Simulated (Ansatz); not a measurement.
Gas-phase electronic energies from Ansatz, PBE0-D4/def2-TZVP geometries. CBS: MP2 limit from def2 TZ/QZ plus the TZ coupled-cluster correction, frozen cores. This one scheme is used for every species, atoms too. For atomizations the MP2-based limit and the directly extrapolated one differ by several kJ/mol either way, and by 10 to 25 for some Ge, Se and Sn compounds, so smaller differences from it don't rank the levels. Functionals use def2-TZVPP. B3LYP here is the variant with VWN-RPA as its local correlation; programs differ in this. Open shells (•) are unrestricted, without spin–orbit coupling. Spin–orbit coupling would lower the free atoms: a little for C, O, S, Si. Each species was taken in one conformer, which may not be the lowest.

Consider the atomization: `NCS[SiH2]O` → C• + 7 H• + N• + O• + S• + Si•.

| level | ΔE (eV) |
| --- | --- |
| LDA (SPW92) | 50.13 |
| BLYP-D4 | 43.65 |
| B3LYP-D4 | 43.66 |
| ωB97M-V | 43.90 |

What does CCSD(T)/CBS give? (An estimate is asked.)

Computed: +43.78 eV. The listed levels differ from it by 6.35, -0.13, -0.12, 0.12 eV.

What do rigid-rotor, harmonic-oscillator terms from PBE0-D4/def2-TZVP frequencies (298.15 K, 1 bar) make of the CCSD(T)/CBS value? (Best estimate.)

Ansatz gave: ΔZPE = -2.42 eV, ΔH = +41.89 eV, ΔS = 1239 J/(mol·K), ΔG = +38.06 eV. Open shells count their whole term as degenerate. Modes under 50 cm⁻¹ make the entropy rough.

Largest T1 diagnostic among the species: 0.012.

Leaving LDA and LC-ωPBE aside and taking each functional with its dispersion term where it has one, the values, not all of them listed here, spread over 2.10 eV, from BHLYP-D4 to PBE-D4. LDA lies +5.99 eV from PBE without D4, its usual overbinding. From BLYP to BHLYP (50 % exact exchange), in def2-TZVPP and without D4, ΔE moves by −1.08 eV: exact exchange takes away binding that semilocal exchange gives to molecules.
